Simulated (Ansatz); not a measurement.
Consider the formal exchange of groups at the Si–F bond: `O[SiH](O)F` + `C[SiH2]O` → `C[SiH](O)[SiH](O)O` + H–F.

Program: Ansatz. Geometries: PBE0-D4/def2-TZVP. ΔE: electronic, gas phase. CCSD(T)/CBS adds triple-zeta CCSD(T) − MP2 to the extrapolated MP2 energy (def2 sets, frozen cores). This one scheme is used for every species. Each species was taken in one conformer, which may not be the lowest.

```tsv
species	CCSD(T)/CBS(def2) energy (Eh)
`O[SiH](O)F`	-541.20494
`C[SiH2]O`	-405.96945
`C[SiH](O)[SiH](O)O`	-846.70982
H–F	-100.39570
```

Q: Work out ΔE.

A: ΔE = (-846.70982) + (-100.39570) − (-541.20494) − (-405.96945) = 0.06887 Eh = +180.8 kJ/mol.

Largest T1 diagnostic among the species: 0.012.

From PBE to PBE0 (25 % exact exchange), in def2-TZVPP and without D4, ΔE moves by +8.8 kJ/mol. In def2-TZVPP, CCSD(T) changes the Hartree–Fock value by −37.1 kJ/mol (the triples alone add −5.5 kJ/mol) and MP2 by −32.9 kJ/mol. The D4 term adds −12.7 kJ/mol with B3LYP and −7.5 kJ/mol with PBE0; it sums over pairs of atoms, weighted by their polarisabilities, and B3LYP, whose exchange is more repulsive, gets the larger term.

B3LYP here is the variant with VWN-RPA as its local correlation; programs differ in this.
